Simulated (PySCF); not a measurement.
**Electronic structure of I²⁺ (iodine, charge +2) at the UHF level**

Configuration: [Kr] 4d10 5s2 5p2 6s1, high-spin 4P determinant (an excited configuration). All numbers are calculated (PySCF 2.14, the spin-free X2C one-electron Hamiltonian (Gaussian nucleus), in aug-cc-pwCVTZ-DK3 with one added diffuse shell each of s, p, d, f type (11s10p8d5f1g, 125 functions)).

* Total energy: -7110.858496 hartree
* One-electron energy: -9703.6120 hartree
* Hartree (Coulomb) energy: 2772.3942 hartree
* Exchange energy: -179.6407 hartree
* ⟨S²⟩: 3.7562
* ⟨L²⟩: 2.508
* Sum of ⟨r⟩: 33.95 bohr
* Sum of ⟨r²⟩: 55.66 bohr²
* Traceless quadrupole moment −½Σ⟨3z² − r²⟩ along its main axis: 5.14 e·bohr²
* Langevin diamagnetic susceptibility: -44.1 ×10⁻⁶ cm³/mol

```json
{"shell": "1s α", "electrons": "1", "mean orbital energy (hartree)": "-1225.76588", "spread (hartree)": "0", "rms radius, mean of both spins (bohr)": "0.0312"}
{"shell": "1s β", "electrons": "1", "mean orbital energy (hartree)": "-1225.75842", "spread (hartree)": "0", "rms radius, mean of both spins (bohr)": "0.0312"}
{"shell": "2s α", "electrons": "1", "mean orbital energy (hartree)": "-193.84597", "spread (hartree)": "0", "rms radius, mean of both spins (bohr)": "0.127"}
{"shell": "2s β", "electrons": "1", "mean orbital energy (hartree)": "-193.84181", "spread (hartree)": "0", "rms radius, mean of both spins (bohr)": "0.127"}
{"shell": "2p α", "electrons": "3", "mean orbital energy (hartree)": "-173.96563", "spread (hartree)": "0.00265", "rms radius, mean of both spins (bohr)": "0.113"}
{"shell": "2p β", "electrons": "3", "mean orbital energy (hartree)": "-173.95905", "spread (hartree)": "0.00438", "rms radius, mean of both spins (bohr)": "0.113"}
{"shell": "3s α", "electrons": "1", "mean orbital energy (hartree)": "-41.43980", "spread (hartree)": "0", "rms radius, mean of both spins (bohr)": "0.334"}
{"shell": "3s β", "electrons": "1", "mean orbital energy (hartree)": "-41.43057", "spread (hartree)": "0", "rms radius, mean of both spins (bohr)": "0.334"}
{"shell": "3p α", "electrons": "3", "mean orbital energy (hartree)": "-34.82053", "spread (hartree)": "0.00148", "rms radius, mean of both spins (bohr)": "0.335"}
{"shell": "3p β", "electrons": "3", "mean orbital energy (hartree)": "-34.80952", "spread (hartree)": "0.00981", "rms radius, mean of both spins (bohr)": "0.335"}
{"shell": "3d α", "electrons": "5", "mean orbital energy (hartree)": "-24.86113", "spread (hartree)": "0.00551", "rms radius, mean of both spins (bohr)": "0.313"}
{"shell": "3d β", "electrons": "5", "mean orbital energy (hartree)": "-24.85639", "spread (hartree)": "0.00846", "rms radius, mean of both spins (bohr)": "0.313"}
{"shell": "4s α", "electrons": "1", "mean orbital energy (hartree)": "-8.68870", "spread (hartree)": "0", "rms radius, mean of both spins (bohr)": "0.787"}
{"shell": "4s β", "electrons": "1", "mean orbital energy (hartree)": "-8.66574", "spread (hartree)": "0", "rms radius, mean of both spins (bohr)": "0.787"}
{"shell": "4p α", "electrons": "3", "mean orbital energy (hartree)": "-6.51069", "spread (hartree)": "0.00103", "rms radius, mean of both spins (bohr)": "0.845"}
{"shell": "4p β", "electrons": "3", "mean orbital energy (hartree)": "-6.48767", "spread (hartree)": "0.02498", "rms radius, mean of both spins (bohr)": "0.845"}
{"shell": "4d α", "electrons": "5", "mean orbital energy (hartree)": "-3.22545", "spread (hartree)": "0.01657", "rms radius, mean of both spins (bohr)": "0.986"}
{"shell": "4d β", "electrons": "5", "mean orbital energy (hartree)": "-3.20886", "spread (hartree)": "0.02780", "rms radius, mean of both spins (bohr)": "0.986"}
{"shell": "5s α", "electrons": "1", "mean orbital energy (hartree)": "-1.74242", "spread (hartree)": "0", "rms radius, mean of both spins (bohr)": "1.98"}
{"shell": "5s β", "electrons": "1", "mean orbital energy (hartree)": "-1.52668", "spread (hartree)": "0", "rms radius, mean of both spins (bohr)": "1.98"}
{"shell": "5p α", "electrons": "2", "mean orbital energy (hartree)": "-1.22029", "spread (hartree)": "0", "rms radius, mean of both spins (bohr)": "2.30"}
{"shell": "6s α", "electrons": "1", "mean orbital energy (hartree)": "-0.54002", "spread (hartree)": "0", "rms radius, mean of both spins (bohr)": "4.47"}
```

The outer electron is Rydberg-like, and this basis confines it to a smaller radius and binds it less than a complete one would.

Densities and radii are taken from the X2C orbitals without a picture-change correction, which distorts them close to the nucleus.

Spin-orbit constants ζ (cm⁻¹) from the X2C one-electron operator on these orbitals: bare nucleus, nucleus screened by l(l+1)(2l+1)/3 electrons, and screened by the Breit-Pauli mean field of the electrons.

```csv
shell,bare,screened nucleus,mean field
2p,1592000,1532000,n/a
3p,303500,292100,n/a
3d,46150,37450,n/a
4p,56740,54600,n/a
4d,6538,5305,n/a
5p,6690,6437,n/a
```

To first order the Landé constant is A = 2146 cm⁻¹, so the lowest level has J = 1/2 and lies 0.665 eV below the centre of the term. This holds in LS coupling only.
